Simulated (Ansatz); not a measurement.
## CH4Al2N: where a starting geometry ends

The starting geometry of this gas-phase doublet was optimised with GFN2-xTB; its bonds are those of `[CH3][Al]1[NH][Al]1`.

```xyz
8

C    -2.5297    0.0118    1.0780
Al   -1.9773    1.0621   -0.5702
Al   -1.3057    2.4315   -2.6521
N    -0.7488    2.3977   -0.9246
H    -1.6906   -0.1482    1.7687
H    -2.9251   -0.9809    0.8245
H    -3.3121    0.5245    1.6543
H    -0.0695    2.8621   -0.3230
```

Problem. Where would you expect an optimisation with PBE0-D3(BJ)/pcseg-1 to take it?

Solution. A bond breaks, giving a structure given below by its coordinates. Contacts that open: Al2–Al3 (2.58 → 3.22 Å).

The energy falls by 0.12 eV over 41 steps:

```
step  E − E(last) (eV)
   1             0.119
   5             0.044
  10             0.035
  14             0.003
  19             0.000
  23             0.000
  28             0.000
  32             0.000
  37             0.000
  41             0.000
```

Final geometry (Å):

```yaml
atoms:
  - { symbol: C, position_ang: [-2.4284, 0.0342, 1.0765] }
  - { symbol: Al, position_ang: [-2.1020, 0.6806, -0.7612] }
  - { symbol: Al, position_ang: [-0.7191, 2.8931, -2.6437] }
  - { symbol: N, position_ang: [-1.1046, 2.1767, -1.0134] }
  - { symbol: H, position_ang: [-1.4694, -0.1729, 1.5748] }
  - { symbol: H, position_ang: [-3.0360, -0.8777, 1.1170] }
  - { symbol: H, position_ang: [-2.9431, 0.8127, 1.6595] }
  - { symbol: H, position_ang: [-0.7563, 2.6138, -0.1539] }
```

Frequencies at the end are all real (lowest 32 cm⁻¹). Open shells are spin-unrestricted. Run with Ansatz 0.2.0, 2.4 min on 2 threads of Arm Neoverse V1 (shared host).
